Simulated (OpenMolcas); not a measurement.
Ta3+: moving or changing the point charges

Ta3+ among 8 point charges of -1.2 e arranged as a cube (Oh), 2.16 Å from the ion.

| Quantity | Value |
| --- | --- |
| Program | OpenMolcas 26.06 |
| Method | CASSCF |
| Basis | ANO-RCC-VDZP [7s6p4d2f1g] |
| Scalar Hamiltonian | DKH2, point nucleus |
| Active space | 2 electrons in 5 orbitals (5d) |
| State averaging | 2S+1 = 3 even, 10 roots; 2S+1 = 1 even, 15 roots |
| Spin-orbit coupling | RASSI with atomic mean-field integrals over the reference wave functions |

Runs around this geometry, states (labels of O, the rotations of Oh). Energies in cm-1 above the lowest state or level, χT in cm3 K/mol; 10Dq and B are least-squares fits to the states below 45000 cm-1, weighted by degeneracy, with a free offset, and given where the rms deviation is under 5 % of |10Dq| (or 100 cm-1) and under 700 cm-1; 10Dq is negative for this site.

```
R (Å)  q (e)  Ground state  First state of that spin    10Dq  B (rms of fit)  First gap with spin-orbit (degeneracies)  χT at 300 K  First state of another spin
 2.16  -0.78           3A2                  3T2 6516   -6771        673 (75)                               4162 (3, 2)        0.129                     1E 10174
    2   -1.2           3A2                 3T2 14414  -15115       617 (171)                               8366 (3, 2)        0.468                      1E 9758
 2.16   -1.2           3A2                 3T2 10359                                                       6764 (3, 2)        0.297                     1E 10015
 2.39   -1.2           3A2                  3T2 6657   -6964        675 (89)                               4245 (3, 2)        0.132                     1E 10182
```

Taking the first state of the same spin as R^-n, n = -ln(6657 / 14414) / ln(2.39 / 2) = 4.3 between the shortest and longest distance.

Scaling the charges by -0.78 / -1.2 = 0.65 scales the first state of the same spin by 6516 / 10359 = 0.63; with fixed orbitals a first-order splitting would follow the charge.

Without dynamic correlation the repulsion within the d shell is too large (B by tens of per cent), so at a given field states of lower spin stand too high. Point charges carry no covalency, so the field is a model and not that of real ligands. No measured value stands beside these numbers.
